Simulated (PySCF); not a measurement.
**Working out the ionisation energy of Ti⁺**

Ti⁺ [Ar] 3d2 4s1 (4F) → Ti²⁺ [Ar] 3d2 (3F). All numbers are calculated (PySCF 2.14, scalar relativity by spin-free X2C-1e, in cc-pVTZ-DK (7s6p4d2f1g, 68 functions)). Frozen: [Ar]. Energies in hartree (1 hartree = 27.21139 eV):

```tsv
part	Ti⁺ (lower)	Ti²⁺ (upper)
UHF	-852.543294	-852.067769
MP2 opposite-spin	0.000000	0.000000
MP2 same-spin	-0.011084	-0.004482
```

What does Hartree-Fock give?

(-852.067769) − (-852.543294) = 0.475525 hartree = 12.940 eV.

What do MP2 and SCS-MP2 (6/5 opposite-spin, 1/3 same-spin) give?

The opposite-spin parts differ by 0.000 eV and the same-spin parts by 0.180 eV. MP2: 12.940 + (0.000) + (0.180) = 13.120 eV. SCS-MP2: 12.940 + 1.2 × (0.000) + (0.180)/3 = 13.000 eV.

Reference: 13.575 eV (measured; NIST Atomic Spectra Database, ionization energies), between the lowest levels; spin-orbit coupling is absent from the calculation.

What remains against the reference includes basis incompleteness, the frozen core and correlation beyond second order.
